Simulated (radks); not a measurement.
All-electron atom: Rh11+ in [Ar] 3d10 4s1 4p5 (not the ground configuration). Method: scalar-relativistic Kohn-Sham, r2SCAN, spin-polarised, spherical densities, finite nucleus; open shells are filled with parallel spins first (spin-orbit coupling, left out, can overturn this in heavy ions); meta-GGA in the generalised Kohn-Sham scheme; Fermi nuclear charge, rms radius 4.4945 fm; computed with a radial shooting solver on a logarithmic mesh with Libxc functionals.

Normalised radial functions P(r) = r R(r), r in bohr:

| r | 3d down | 4p up |
|---|---|---|
| 0.004449 | 0.0002 | 0.0107 |
| 0.006479 | 0.0007 | 0.0207 |
| 0.009437 | 0.0019 | 0.0397 |
| 0.01374 | 0.0054 | 0.0742 |
| 0.02002 | 0.0148 | 0.1328 |
| 0.02916 | 0.0395 | 0.2226 |
| 0.04246 | 0.1000 | 0.3370 |
| 0.06185 | 0.2352 | 0.4318 |
| 0.09007 | 0.4984 | 0.4039 |
| 0.1312 | 0.9168 | 0.1309 |
| 0.1911 | 1.3981 | -0.3565 |
| 0.2783 | 1.6742 | -0.6776 |
| 0.4053 | 1.4636 | -0.3162 |
| 0.5903 | 0.8511 | 0.6227 |
| 0.8597 | 0.2873 | 1.2029 |
| 1.252 | 0.0466 | 0.8315 |
| 1.824 | 0.0026 | 0.2237 |
| 2.656 | 0.0000 | 0.0182 |

3d down: eigenvalue -525.17 eV, 0 radial nodes, <r> = 0.366 bohr, 90 % of the charge inside 0.579 bohr. 4p up: eigenvalue -247.32 eV, 2 radial nodes at r = 0.147, 0.466 bohr, <r> = 0.947 bohr, 90 % of the charge inside 1.36 bohr.
